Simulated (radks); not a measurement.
Values are calculated unless marked as measured or tabulated.
Os, configuration [Xe] 4f14 5d6 6s2 (the NIST ground configuration).

Code: a radial shooting solver on a logarithmic mesh with Libxc functionals. Model: Dirac Kohn-Sham, PBE, spin-unpolarised, spherical densities, finite nucleus; open shells are shared between the two j in proportion to 2j + 1; Fermi nuclear charge, rms radius 5.4126 fm.

Energy parts (eV):
part                       energy
total                  -470174.98
kinetic                 533425.78
electron-nucleus      -1177864.45
Hartree                 183537.37
exchange-correlation     -9273.67

Orbitals (lengths in bohr, moments of r in powers of bohr):
1s1/2: occ. 2; eigenvalue (eV) -73735.37; <r^4> 5.127e-07
2s1/2: occ. 2; eigenvalue (eV) -12833.11; <r^4> 0.00007587
2p1/2: occ. 2; eigenvalue (eV) -12289.43; <r^4> 0.00004544
2p3/2: occ. 4; eigenvalue (eV) -10758.28; <r^4> 0.00006780
3s1/2: occ. 2; eigenvalue (eV) -2986.234; <r^4> 0.002784
3p1/2: occ. 2; eigenvalue (eV) -2742.381; <r^4> 0.002445
3p3/2: occ. 4; eigenvalue (eV) -2408.485; <r^4> 0.003286
3d3/2: occ. 4; eigenvalue (eV) -1999.022; <r^4> 0.002210
3d5/2: occ. 6; eigenvalue (eV) -1926.692; <r^4> 0.002417
4s1/2: occ. 2; eigenvalue (eV) -630.1400; <r^4> 0.06435
4p1/2: occ. 2; eigenvalue (eV) -527.6865; <r^4> 0.06965
4p3/2: occ. 4; eigenvalue (eV) -449.2652; <r^4> 0.09339
4d3/2: occ. 4; eigenvalue (eV) -280.9324; <r^4> 0.1167
4d5/2: occ. 6; eigenvalue (eV) -266.4057; <r^4> 0.1278
4f5/2: occ. 6; eigenvalue (eV) -53.4084; <r^4> 0.3131
4f7/2: occ. 8; eigenvalue (eV) -50.6031; <r^4> 0.3344
5s1/2: occ. 2; eigenvalue (eV) -91.2867; <r^4> 1.902
5p1/2: occ. 2; eigenvalue (eV) -59.6981; <r^4> 2.861
5p3/2: occ. 4; eigenvalue (eV) -47.4672; <r^4> 4.117
5d3/2: occ. 2.4; eigenvalue (eV) -6.9039; <r^4> 29.34
5d5/2: occ. 3.6; eigenvalue (eV) -5.8566; <r^4> 36.68
6s1/2: occ. 2; eigenvalue (eV) -6.1505; <r^4> 171.1
6p1/2: occ. 0; eigenvalue (eV) -1.6867; <r^4> 861.1
6p3/2: occ. 0; eigenvalue (eV) -1.1371; <r^4> 1537

The highest occupied level is 5d5/2 at -5.857 eV. Summed over all electrons, <r^2> = 66.79 bohr^2, which gives a Langevin (diamagnetic) susceptibility term of -52.9 x 10^-6 cm^3/mol. The density falls to 0.001 e/bohr^3 at r = 4.61 bohr. For comparison, the ionisation energy in NIST's Atomic Spectra Database is 8.438 eV (measured). In exact Kohn-Sham theory the highest level is minus the ionisation energy, but local and semilocal functionals leave it too shallow, through self-interaction and a potential that decays too fast; potentials with the right tail come closer. The electron density at the nucleus is 1.675e+06 e/bohr^3.

Beside tabulated values, note that spin-unpolarised runs miss the spin-polarisation part of the exchange energy of open shells.
